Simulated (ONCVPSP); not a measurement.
PBEsol ONCV dataset for F (Z = 9), scalar-relativistic all-electron reference.

```json
{
 "Element": "F (Z = 9)",
 "Generator": "ONCVPSP 4.0.1",
 "Type": "optimised norm-conserving Vanderbilt (ONCV)",
 "Functional": "PBEsol",
 "Relativity": "scalar-relativistic",
 "Frozen core": "[He]",
 "Valence charge": "7",
 "Reference configuration": "2s2 2p4.5 (charge +0.5)",
 "Partial waves": "2s: rc 0.75 bohr, ncon 4, nbas 7, qcut 10.4 1/bohr, 2 projectors, debl 0.8 Ha; 2p: rc 1.10 bohr, ncon 5, nbas 10, qcut 14.9 1/bohr, 2 projectors, debl 3.8 Ha",
 "Local potential": "polynomial inside 0.60 bohr (lpopt 5, dvloc0 0 Ha)",
 "Core correction": "Teter function, fcfact 3.25, rcfact 1.5"
}
```

In the s channel the program set the typed energies aside and used -1.397, 0.250 Ha.

- Cutoffs needed: 66 Ha and 172 Ha (the cutoffs (Ha) at which the residual kinetic energy of the hardest occupied pseudo-wave falls to 1 and 0.1 mHa per electron)
- Ghost test: no bound ghost flagged; no localised positive-energy state flagged
- Largest excitation error: +370 meV (all-electron minus pseudo) for 2s2 2p1, out of 4 test configurations
- rms error of d²Exc/dni dnj: 2.10 mHa without and 1.07 mHa with the model core
